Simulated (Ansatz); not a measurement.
CH3CuF3PS, SMILES `C[S][Cu-][P+](F)(F)F`. Charge 0, multiplicity 1. All single points use the PBE0-D4/def2-TZVP geometry. It is one conformer, not always the lowest.

```xyz
10

C     0.213    1.673    1.949
S    -0.986    1.727    0.577
Cu   -0.534    0.011   -0.598
P    -0.124   -1.682   -1.843
F    -0.432   -1.568   -3.357
F    -0.830   -3.029   -1.545
F     1.342   -2.181   -1.909
H     0.014    2.538    2.583
H     0.097    0.773    2.552
H     1.240    1.739    1.591
```

**Question.** What is the dipole moment at r2SCAN/def2-TZVPP? (Estimate.)

**Answer.** Computed: 3.45 D, with components (1.53, -2.90, -1.07) D in this frame, pointing from negative to positive charge.

**Question.** And with PBE, B3LYP, ωB97M-V? (Best estimate.)

**Answer.** Computed: PBE 3.22 D, B3LYP 3.66 D, ωB97M-V 4.17 D.

**Question.** Give the Mulliken charges with r2SCAN, ωB97M-V, PBE in def2-TZVPP. (Estimate.)

**Answer.** Ansatz gave: 
```csv
atom,r2SCAN,ωB97M-V,PBE
C1,-0.15,-0.36,-0.27
S2,-0.34,-0.29,-0.29
Cu3,-0.16,-0.18,-0.24
P4,1.03,1.03,0.94
F5,-0.21,-0.20,-0.16
F6,-0.21,-0.20,-0.17
F7,-0.21,-0.20,-0.17
H8,0.08,0.13,0.12
H9,0.08,0.13,0.12
H10,0.08,0.13,0.12
```

B3LYP here is the variant with VWN-RPA as its local correlation; programs differ in this.
